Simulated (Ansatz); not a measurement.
`C=Cc1ccccc1` + `CCS` → `CCSc1ccccc1` + `C=C`  (substitution at a C–C bond)

Isolated molecules relaxed with PBE0-D4/def2-TZVP in Ansatz; ΔE leaves out vibrations. CBS: MP2 limit from def2 TZ/QZ plus the TZ coupled-cluster correction, frozen cores. This one scheme is used for every species. Functionals use def2-TZVPP. One conformer a species, not always the lowest.

Q: Is it downhill or uphill in electronic energy at CCSD(T)/CBS, and by how much? (Best estimate.)

A: Computed: Uphill: ΔE = +0.21 eV.

Q: What do these levels give: B97M-V, ωB97M-V, RPA@PBE/def2-TZVPP, MP2/def2-SVP, CCSD/def2-SVP, MP2/CBS(def2)? (An estimate is asked.)

A: Computed: B97M-V 0.25, ωB97M-V 0.21, RPA@PBE/def2-TZVPP 0.22, MP2/def2-SVP 0.27, CCSD/def2-SVP 0.32, MP2/CBS(def2) 0.16 eV.

Largest T1 diagnostic among the species: 0.011.

At CCSD(T), def2-SVP lies +0.09 eV from the extrapolated value and def2-TZVPP +0.02 eV. Leaving LDA and LC-ωPBE aside and taking each functional with its dispersion term where it has one, the values, not all of them listed here, spread over 0.08 eV, from revPBE-D4 to B97M-V.
